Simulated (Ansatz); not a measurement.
The cluster Ge₃F₃⁻. Total charge -1; singlet. Geometry r2SCAN-D4/def2-SVPD; atoms count from 1.

```xyz
6

Ge    0.757   -2.155   -0.178
Ge   -0.141    0.077   -0.142
Ge    0.890    1.367    1.608
F    -0.149   -2.980   -1.531
F     0.078    2.999    1.502
F    -1.435    0.693   -1.258
```

The restricted singlet is unstable towards broken spin symmetry at other levels; at PBE0-D4/def2-TZVPD this wasn't settled. The geometry of the singlet was relaxed on an unsound state (restricted singlet, unstable towards broken spin symmetry at other levels and untested here). Another isomer (singlet) lies 0.06 eV lower at PBE0-D4/def2-TZVPD; other spin states weren't run for this one.

Estimate the Mulliken populations from the PBE0/def2-TZVPD orbitals of Ansatz.


```
atom  charge (e)
 Ge1        0.23
 Ge2       -0.05
 Ge3        0.23
  F4       -0.46
  F5       -0.46
  F6       -0.50
```
Mulliken values and Mayer orders depend strongly on the basis. With diffuse functions, as here, like atoms can get unlike values, and bond orders can come out too low or too high.

And the Mayer bond orders between bonded heavy atoms (over 0.3)?

Ge1–Ge2 1.14 (2.41 Å); Ge1–F4 0.72 (1.83 Å); Ge2–Ge3 1.14 (2.41 Å); Ge2–F6 0.76 (1.82 Å); Ge3–F5 0.72 (1.83 Å). Values over 0.3 also appear between atoms too far apart for a bond (Ge1–Ge3 0.31 at 3.95 Å); they arise where an orbital or an unpaired electron spreads over both atoms.
